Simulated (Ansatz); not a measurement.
Input file for Ansatz (a program for electronic structure): R-BLYP/def2-TZVPP on H5InSi (SMILES [SiH3][InH2]), a point of a torsion scan. Elements past Kr take the def2 small-core potentials; no spin–orbit coupling.

Ansatz 0.2 input:
```yaml
crystal:
  periodic: [false, false, false]
  atoms:
    - {symbol: Si, position_ang: [-1.18714583, -0.06394837, -0.01354449]}
    - {symbol: In, position_ang: [1.39941154, 0.07663892, 0.01933648]}
    - {symbol: H, position_ang: [-1.74646386, 0.59986676, -1.20530776]}
    - {symbol: H, position_ang: [-1.62288735, -1.47234473, -0.03118098]}
    - {symbol: H, position_ang: [-1.77578417, 0.57871386, 1.17570992]}
    - {symbol: H, position_ang: [2.39629181, 1.54744720, 0.04105319]}
    - {symbol: H, position_ang: [2.53791533, -1.28736425, 0.02471178]}
basis:
  gaussian:
    orbitals: def2-TZVPP
hamiltonian:
  xc: {name: BLYP}
scf: {lower_state_search: off}
```

Question: What total energy does the run end on?

Answer: -482.5453 hartree.
